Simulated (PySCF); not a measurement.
# Silver: a sound run and one with changed settings

Sound run: Ag⁺ [Kr] 4d10, Ag²⁺ [Kr] 4d9. Calculation: PySCF 2.14, in x2c-SVPall (6s5p5d1f, 53 functions); the spin-free X2C one-electron Hamiltonian (Gaussian nucleus). In the sound run the correlated levels freeze [Kr]. The sound run starts from symmetry-adapted Hartree-Fock orbitals and uses a fine grid where one is needed.

Changed run: initial guess minao, at most 50 SCF cycles.

```csv
species,method,sound run (hartree),changed run (hartree),converged
Ag⁺,UHF,-5312.07341,-5312.07341,yes
Ag⁺,B3LYP,-5314.65407,-5314.65407,yes
Ag⁺,TPSS,-5314.38480,-5314.38480,yes
Ag⁺,MP2,-5312.34012,-5312.34012,yes
Ag²⁺,UHF,-5311.34524,-5311.34524,yes
Ag²⁺,B3LYP,-5313.84954,-5313.84954,yes
Ag²⁺,TPSS,-5313.58737,-5313.58811,yes
Ag²⁺,MP2,-5311.55523,-5311.55523,yes
```

Ionisation energy of Ag⁺:

```json
{"method": "UHF", "sound run (eV)": "19.814", "changed run (eV)": "19.814"}
{"method": "B3LYP", "sound run (eV)": "21.892", "changed run (eV)": "21.892"}
{"method": "TPSS", "sound run (eV)": "21.699", "changed run (eV)": "21.679"}
{"method": "MP2", "sound run (eV)": "21.358", "changed run (eV)": "21.358"}
{"method": "SCS-MP2", "sound run (eV)": "21.186", "changed run (eV)": "21.186"}
```

Where the changed run lies lower, it found another determinant of the same configuration, with other orbitals of the open shell filled.

For comparison, NIST gives 21.484 eV between the lowest levels.
